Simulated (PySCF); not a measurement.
**Zinc: a sound run and one with changed settings**

Sound run: Zn [Ar] 3d10 4s2, Zn⁺ [Ar] 3d10 4s1. Calculation: PySCF 2.14, in def2-SVP (5s3p2d1f, 31 functions); the non-relativistic Hamiltonian (point nucleus). In the sound run the correlated levels freeze [Ar]. The sound run starts from symmetry-adapted Hartree-Fock orbitals and uses a fine grid where one is needed.

Changed run: initial guess 1e, at most 50 SCF cycles.

```tsv
species	method	sound run (hartree)	changed run (hartree)	converged
Zn	UHF	-1777.56148	-1777.56148	yes
Zn	M06-2X	-1779.12477	-1779.12477	yes
Zn	CCSD(T)	-1777.84549	-1777.84549	yes
Zn⁺	PBE0	-1778.55656	-1778.55656	yes
Zn⁺	MP2	-1777.54381	-1777.54381	yes
```

Here the plain start reaches the same solutions.
